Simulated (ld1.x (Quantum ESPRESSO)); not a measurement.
## Ti (Z = 22): one change to a TM potential, before and after

ld1.x (Quantum ESPRESSO) 7.5 input, shortened:

```
&input
   title='Ti', zed=22., rel=1, dft='PZ', iswitch=3,
   config='[Ar] 3d2 4s2 4p0'
 /
 &inputp
   pseudotype=2, tm=.true., lloc=2,
   nlcc=.true., new_core_ps=.true., rcore=1.25
 /
3
4S  1  0   2.00   0.00  2.50  2.50  0.0
4P  2  1   0.00   0.00  3.95  3.95  0.0
3D  3  2   2.00   0.00  2.15  2.15  0.0
 &test
   configts(1)='3d2 4s2 4p0'
 /
```

All-electron outer shells of the reference configuration (LDA (PZ), scalar-relativistic, ld1.x):

```tsv
shell	level (eV)	outermost node (bohr)	outermost maximum (bohr)
3s	-62.26	0.40	0.87
3p	-38.78	0.37	0.90
4s	-4.60	1.25	2.88
3d	-4.46	–	0.97
4p	-1.54	1.39	3.80
```

Change: wave 4s (bound): rc 2.50 bohr becomes 4s (bound): rc 3.88 bohr.

Cutoffs: the cutoffs (Ry, on a coarse ladder) from which the occupation-weighted sum of valence levels, in a spherical-Bessel basis at the reference potential, stays within 10 and 1 mRy of its value at 400 Ry; they do not see the model core or the augmentation charge, which bear on the density cutoff. Errors are all-electron minus pseudo energies relative to the spin-unpolarised reference configuration.

Predict the effect on cutoff, ghosts and configuration errors.

The potential gets neither clearly harder nor softer (45 Ry and 55 Ry → 45 Ry and 55 Ry); both files keep a bound ghost (p, s); of the 8 tests that both files solve, the error grows in 4 and shrinks in 2 by more than 15 % and 0.3 meV (median size 37.6 → 40.0 meV).

| quantity | base | changed |
| --- | --- | --- |
| cutoff, loose | 45 Ry | 45 Ry |
| cutoff, tight | 55 Ry | 55 Ry |
| bound ghosts | s, p | s, p |
| tests counted (converged, no solver errors) | 8 of 9 | 8 of 9 |
| error for 3d2 4s1 4p0, meV [ΔE 7.54 eV] | -3.1 | -7.1 |
| error for 3d2 4s0 4p0, meV [ΔE 21.34 eV] | -33 | -100 |
| error for 3d1 4s0 4p0, meV [ΔE 48.53 eV] | -394 | -755 |
| error for 3d3 4s1 4p0, meV [ΔE 1.06 eV] | -123 | -59 |
| error for 3d2.5 4s1.5 4p0, meV [ΔE 0.32 eV] | -38 | -18 |
| error for 3d2 4s1 4p1, meV [ΔE 3.14 eV] | -0.9 | -8.7 |
| error for 3d2 4s2 4p0 (spin-polarised), meV [ΔE -0.67 eV] | +37 | +38 |
| error for 3d2 4s1 4p0 (spin-polarised), meV [ΔE 6.29 eV] | +40 | +42 |
| s: phases at 4.28 bohr within 0.05 rad from the reference energy up to (Ry; the scan ends near 5) | 0.8 | 0.6 |
| p: phases at 4.28 bohr within 0.05 rad from the reference energy up to (Ry; the scan ends near 5) | 1.3 | 1.3 |
| d: phases at 4.28 bohr within 0.05 rad from the reference energy up to (Ry; the scan ends near 5) | 0.3 | 0.3 |

Base: Tests not counted: 3d1 4s2 4p1 (solver errors, printed error -82.9 eV). These tests converged, but a pseudo level misses the all-electron one widely, so the file describes the atom poorly there or has found another state: 3d1 4s0 4p0: empty 4s by 3.7 eV (a node warning on the way). Changed file: Tests not counted: 3d1 4s2 4p1 (solver errors, printed error -2.6 eV). These tests converged, but a pseudo level misses the all-electron one widely, so the file describes the atom poorly there or has found another state: 3d2 4s0 4p0: empty 4p by 2.7 eV (a node warning on the way); 3d1 4s0 4p0: empty 4s by 4.2 eV (a node warning on the way). A true bound ghost makes a file unfit for plane-wave use even where its test errors are small: the radial tests pick states by their node count and pass the ghost by. Where a test does run into it, the solver fails or the error is huge.
